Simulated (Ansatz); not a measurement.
CdF₂, SMILES `[F][Cd][F]`. Charge 0, multiplicity 1. Correlated methods include outer-core shells of Cd, which these sets cover unevenly. Cd takes the def2 core potential.

```tsv
atom	x (Å)	y (Å)	z (Å)
F1	-0.566	0.760	1.671
Cd2	0.000	0.000	0.000
F3	0.567	-0.760	-1.671
```

(1) Give the diagnostics of a CCSD(T)/def2-TZVPP run (frozen core, the Gaussian-basis code of Ansatz). (An estimate is asked.)

Results:

(1) Computed: T1 = 0.0179, largest single amplitude 0.074, largest double 0.027, (T) share of the correlation energy 2.7 %, 12 CCSD cycles. The RHF solution is stable towards an unrestricted one. T1 lies under the customary mark of 0.02 for closed shells.
